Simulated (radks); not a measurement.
Numerical settings for neutral indium, [Kr] 4d10 5s2 5p1. Calculated with a radial shooting solver on a logarithmic mesh with Libxc functionals: scalar-relativistic Kohn-Sham, BLYP, spin-polarised, spherical densities, finite nucleus; open shells are filled with parallel spins first (spin-orbit coupling, left out, can overturn this in heavy ions); Fermi nuclear charge, rms radius 4.6156 fm. The defaults (mesh step 0.008 in ln r, mesh end at 40 bohr or more with all orbitals vanishing there, Anderson mixing 0.5 over 9 steps, residual threshold near 1e-9 with the energy settled to 1e-9 hartree or 1e-11 of itself, here a cap of 86 iterations) give E = -5882.1115 hartree and 5p at -2.626 eV in 17 iterations. Run on one thread of a shared host, so times are rough (Arm Neoverse V2): 0.23 s of CPU time, 0.23 s wall, 17 iterations on 2437 mesh points. Changes against that run (0 stands for a change within the tolerance of the run):

[
 {"setting": "mesh step in ln r 0.12", "iterations": "4", "converged": "no", "E (mhartree)": "diverged", "e(5p) (meV)": "-", "CPU (s)": "0.01"},
 {"setting": "mesh step in ln r 0.005", "iterations": "20", "converged": "yes", "E (mhartree)": "0", "e(5p) (meV)": "0", "CPU (s)": "0.39"},
 {"setting": "mesh step in ln r 0.08", "iterations": "5", "converged": "no", "E (mhartree)": "diverged", "e(5p) (meV)": "-", "CPU (s)": "0.03"},
 {"setting": "mesh end (bohr) 1", "iterations": "86", "converged": "level above zero", "E (mhartree)": "+2.46e+05", "e(5p) (meV)": "+1.07e+06", "CPU (s)": "0.95"},
 {"setting": "mesh end (bohr) 3", "iterations": "17", "converged": "level above zero", "E (mhartree)": "+2.06e+03", "e(5p) (meV)": "+2.86e+04", "CPU (s)": "0.18"},
 {"setting": "residual threshold 0.001", "iterations": "9", "converged": "yes", "E (mhartree)": "-0.000771", "e(5p) (meV)": "-4.14", "CPU (s)": "0.14"},
 {"setting": "residual threshold 1e-16", "iterations": "86", "converged": "no", "E (mhartree)": "0", "e(5p) (meV)": "0", "CPU (s)": "0.56"},
 {"setting": "mixing 2.5", "iterations": "33", "converged": "yes", "E (mhartree)": "0", "e(5p) (meV)": "0", "CPU (s)": "0.37"},
 {"setting": "linear mixing, mixing 1", "iterations": "22", "converged": "no", "E (mhartree)": "diverged", "e(5p) (meV)": "-", "CPU (s)": "0.72"},
 {"setting": "linear mixing, mixing 0.05", "iterations": "86", "converged": "no", "E (mhartree)": "+1.11", "e(5p) (meV)": "-23.9", "CPU (s)": "1.1"},
 {"setting": "mixing history 20", "iterations": "22", "converged": "yes", "E (mhartree)": "0", "e(5p) (meV)": "0", "CPU (s)": "0.27"},
 {"setting": "iteration cap 3", "iterations": "3", "converged": "no", "E (mhartree)": "+10.3", "e(5p) (meV)": "+43.9", "CPU (s)": "0.06"}
]

Settled on a wrong energy, with an occupied level pushed above zero by the early mesh end: mesh end (bohr) 1 (+246 hartree); mesh end (bohr) 3 (+2.06 hartree). Apart from these: no run marked as converged misses the energy by more than 1 mhartree. A mesh that ends early acts as a hard wall.
